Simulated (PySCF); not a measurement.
Gas-phase reaction: 2 SiBr4 + C + 2 SiCl2 = 4 SiBr2 + CCl4

Computed with PySCF (xtb for GFN2) and rigid-rotor harmonic-oscillator thermochemistry at 1 bar. The comparison is the NASA 1993 polynomial table, which mixes measured and estimated data. † marks an energy on the PBE0/def2-TZVP geometry and frequencies; other levels use their own. MP2 and CCSD(T) freeze the core. 6-31G* has spherical d functions here. Open shells (unrestricted): C (multiplicity 3, electronic degeneracy 9); the rest are closed-shell singlets. GFN2 has no spin-polarisation term. Spin-orbit splitting is ignored; it lowers the true energy and changes the entropy of C. B3LYP is the form with VWN-RPA correlation. Br: all electrons, no relativistic terms. MP2 isn't extrapolated to the basis-set limit; its ΔH°(298 K) is 136.7 kJ in def2-SVP and 181.2 kJ in def2-TZVPP. CCSD(T) isn't extrapolated to the basis-set limit. The harmonic model lacks anharmonicity and excited electronic states, which grow with temperature; levels with a mode under 35 cm⁻¹ are left out. Soft modes under 120 cm⁻¹ make the harmonic entropy rough for SiBr4. The table's entry may be an old estimate for SiBr4, SiCl2, SiBr2 (not checked at source).

```
level               ΔH°(298 K), kJ  minus table  ΔG°(2000 K), kJ
------------------  --------------  -----------  ---------------
table                        146.5            -             76.9
B3LYP/6-31G*                  46.5       -100.0            -24.1
CCSD(T)/def2-SVP†            114.1        -32.4             47.9
GFN2-xTB                    -306.3       -452.8           -358.0
HF/6-31G*                    328.6        182.1            257.6
M06-2X/def2-TZVP†            117.5        -29.0             51.3
MP2/def2-TZVPP†              181.2         34.7            115.0
PBE/def2-TZVP†                28.6       -117.9            -37.6
PBE0/def2-QZVP†              107.0        -39.5             40.9
PBE0/def2-TZVP               106.8        -39.7             40.6
ωB97X-V/def2-TZVP†           166.4         19.9            100.2
```
